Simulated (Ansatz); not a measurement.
Basis sets compared for the cluster Li6Te2 (the lowest singlet isomer of a short search). Charge 0, multiplicity 1. Geometry PBE0-D4/def2-SVP. Ansatz on 4 threads of INTEL XEON PLATINUM 8581C on a shared host; times are rough, and most runs start from earlier orbitals.

```xyz
8

Li    0.107   -0.226    2.402
Li   -1.806    0.613   -0.173
Li    1.095    0.170   -0.199
Li   -0.208   -2.163   -1.052
Li    1.575   -2.844    1.445
Li   -0.073    2.373   -1.325
Te   -0.169    2.080    1.307
Te   -0.522   -0.003   -2.405
```

In the def2 sets Te takes a core potential; there is no spin–orbit coupling. The restricted singlet is unstable towards broken spin symmetry in Hartree–Fock (as tested in another run); at PBE-D4/def2-SVP, PBE-D4/def2-TZVP, PBE-D4/def2-TZVPD, r2SCAN-D4/def2-TZVP and others this wasn't settled. The structure comes from a short search, and lower isomers may exist.

Binding counts from free atoms (Li doublet, Te triplet) in the same basis, without a counterpoise term.

```
              level  functions  energy (Eh)  HOMO (eV)  LUMO (eV)  binding per atom (eV)  wall time
    PBE-D4/def2-SVP        106    -581.2445      -3.76      -2.14                   2.02      0.9 s
   PBE-D4/def2-TZVP        184    -581.2960      -3.84      -2.22                   1.97      1.3 s
r2SCAN-D4/def2-TZVP        184    -581.6279      -3.89      -2.04                   1.95      2.4 s
   PBE0-D4/def2-SVP        106    -581.3164      -4.37      -1.60                   2.00      1.6 s
  PBE0-D4/def2-TZVP        184    -581.3653      -4.44      -1.70                   1.95      1.9 s
```

Problem. Estimate the rows for PBE-D4/def2-TZVPD, r2SCAN-D4/def2-TZVPD, PBE0-D4/def2-TZVPD.

Solution. 
| level | functions | energy (Eh) | HOMO (eV) | LUMO (eV) | binding per atom (eV) | wall time |
| --- | --- | --- | --- | --- | --- | --- |
| PBE-D4/def2-TZVPD | 220 | -581.2980 | -3.82 | -2.21 | 1.97 | 1.9 s |
| r2SCAN-D4/def2-TZVPD | 220 | -581.6304 | -3.86 | -2.03 | 1.96 | 3.5 s |
| PBE0-D4/def2-TZVPD | 220 | -581.3674 | -4.42 | -1.70 | 1.96 | 2.9 s |
